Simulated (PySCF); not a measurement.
Vibration and rotation of BiO⁺

r²SCANh constants of BiO⁺, ¹Σ⁺ (singlet), closed shell (PySCF, scalar-relativistic core potentials, basis sets Bi cc-pVDZ-PP with ECP60, O cc-pVDZ; masses 208.9804 and 15.9949 u):

* ωe: 861.7 cm⁻¹
* ωexe: 2.76 cm⁻¹
* Be: 0.31996 cm⁻¹
* αe: 0.00145 cm⁻¹
* D (centrifugal): 1.76e-07 cm⁻¹

(1) Estimate the standard entropy (1 bar) and heat capacity of the ideal gas at 298.15 K, rigid rotor with B0 and harmonic oscillator at the fundamental.

Spin–orbit coupling is left out, which matters for elements this heavy, above all for dissociation energies.

Answers

(1) Translation (Sackur–Tetrode, M = 224.98 u): 176.4 J/(mol K). Rotation: q = kT/(σB0) = 649 with σ = 1, 62.2. Vibration: x = hcν0/kT = 4.13, 0.70. S° = 239.3 J/(mol K); Cp = 7R/2 + 2.35 = 31.5 J/(mol K).
